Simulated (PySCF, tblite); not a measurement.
Isomers of C5H11O2 (doublet state), one GFN2-xTB conformer each. Single-point energies are computed at B3LYP/pcH-1 (PySCF, gas phase, no added dispersion term), electronic only. GFN2-xTB treats the open shell by occupation alone, and not every SCF solution was tested for stability.

```csv
SMILES,GFN2-xTB relative energy (kcal/mol)
CC[C@H](O)[CH]OC,5.6
CO[CH]OC(C)C,0.0
C[CH]OCOCC,5.7
COC[CH]CCO,12.7
[CH2]COCOCC,13.6
COCO[C](C)C,2.7
CCO[CH]OCC,2.2
COCC[CH]CO,13.0
[CH2]OCOC(C)C,5.3
```

Conformers: `[CH3:1][CH2:2][C@H:3]([OH:4])[CH:5][O:6][CH3:7]` (doublet state) with C1–C2–C3–O4 -61°, C2–C3–O4–H -78°, C2–C3–C5–O6 76°, C3–C5–O6–C7 -172°; `[CH3:1][O:2][CH:3][O:4][CH:5]([CH3:6])[CH3:7]` (doublet state) with C1–O2–C3–O4 30°, O2–C3–O4–C5 114°, C3–O4–C5–C6 164°; `[CH3:1][CH:2][O:3][CH2:4][O:5][CH2:6][CH3:7]` (doublet state) with C1–C2–O3–C4 -171°, C2–O3–C4–O5 178°, O3–C4–O5–C6 66°, C4–O5–C6–C7 174°; `[CH3:1][O:2][CH2:3][CH:4][CH2:5][CH2:6][OH:7]` (doublet state) with C1–O2–C3–C4 -178°, O2–C3–C4–C5 -88°, C3–C4–C5–C6 51°, C4–C5–C6–O7 54°, C5–C6–O7–H -65°; `[CH2:1][CH2:2][O:3][CH2:4][O:5][CH2:6][CH3:7]` (doublet state) with H–C1–C2–O3 5° and -174°, C1–C2–O3–C4 -177°, C2–O3–C4–O5 66°, O3–C4–O5–C6 67°, C4–O5–C6–C7 -179°; `[CH3:1][O:2][CH2:3][O:4][C:5]([CH3:6])[CH3:7]` (doublet state) with C1–O2–C3–O4 65°, O2–C3–O4–C5 -179°, C3–O4–C5–C6 -179°; `[CH3:1][CH2:2][O:3][CH:4][O:5][CH2:6][CH3:7]` (doublet state) with C1–C2–O3–C4 171°, C2–O3–C4–O5 21°, O3–C4–O5–C6 170°, C4–O5–C6–C7 177°; `[CH3:1][O:2][CH2:3][CH2:4][CH:5][CH2:6][OH:7]` (doublet state) with C1–O2–C3–C4 -65°, O2–C3–C4–C5 -43°, C3–C4–C5–C6 -49°, C4–C5–C6–O7 98°, C5–C6–O7–H -48°; `[CH2:1][O:2][CH2:3][O:4][CH:5]([CH3:6])[CH3:7]` (doublet state) with H–C1–O2–C3 13° and 168°, C1–O2–C3–O4 -65°, O2–C3–O4–C5 -78°, C3–O4–C5–C6 -163°.

Task: What does B3LYP/pcH-1 give for the same structures?

Result: 
```csv
SMILES,B3LYP/pcH-1 E (Eh),B3LYP/pcH-1 (kcal/mol),GFN2-xTB (kcal/mol),point group
CC[C@H](O)[CH]OC,-347.55868,0.0,5.6,C1
CCO[CH]OCC,-347.55813,0.3,2.2,C1
C[CH]OCOCC,-347.55776,0.6,5.7,C1
CO[CH]OC(C)C,-347.55644,1.4,0.0,C1
[CH2]OCOC(C)C,-347.55593,1.7,5.3,C1
COCO[C](C)C,-347.55590,1.7,2.7,C1
COC[CH]CCO,-347.55111,4.7,12.7,C1
COCC[CH]CO,-347.54942,5.8,13.0,C1
[CH2]COCOCC,-347.54780,6.8,13.6,–
```

GFN2-xTB puts CO[CH]OC(C)C lowest instead; measured from each level's own lowest isomer, the values differ by up to 8.0 kcal/mol (COC[CH]CCO: 12.7 against 4.7). As drawn, the lowest has an O–H bond, which the highest lacks. Neighbours under 5.0 kcal/mol apart (CC[C@H](O)[CH]OC and CCO[CH]OCC; CCO[CH]OCC and C[CH]OCOCC; C[CH]OCOCC and CO[CH]OC(C)C; CO[CH]OC(C)C and [CH2]OCOC(C)C; others) can change places with a better method, another conformer or zero-point energy.

Task: What happens when harmonic zero-point energies from GFN2-xTB frequencies are added?

Result: 
```
          SMILES  ZPE (kcal/mol)  electronic (kcal/mol)  with ZPE (kcal/mol)
CC[C@H](O)[CH]OC            95.1                    0.0                  0.0
      CCO[CH]OCC            95.4                    0.3                  0.6
      C[CH]OCOCC            94.6                    0.6                  0.1
    CO[CH]OC(C)C            95.1                    1.4                  1.4
   [CH2]OCOC(C)C            94.9                    1.7                  1.5
     COCO[C](C)C            94.7                    1.7                  1.3
      COC[CH]CCO            95.2                    4.7                  4.8
      COCC[CH]CO            95.4                    5.8                  6.1
     [CH2]COCOCC            93.8                    6.8                  5.5
```

The zero-point energies span 1.6 kcal/mol. The lowest isomer stays, but the order above it changes.

Task: As an exercise, what shares would exp(−E/RT) give at 2000 K from these electronic energies alone (no entropy, no degeneracies)?

Result: RT = 3.974 kcal/mol: CC[C@H](O)[CH]OC 18.2 %, CCO[CH]OCC 16.7 %, C[CH]OCOCC 15.7 %, CO[CH]OC(C)C 12.8 %, [CH2]OCOC(C)C 11.8 %, COCO[C](C)C 11.7 %, COC[CH]CCO 5.5 %, COCC[CH]CO 4.2 %, [CH2]COCOCC 3.3 %.
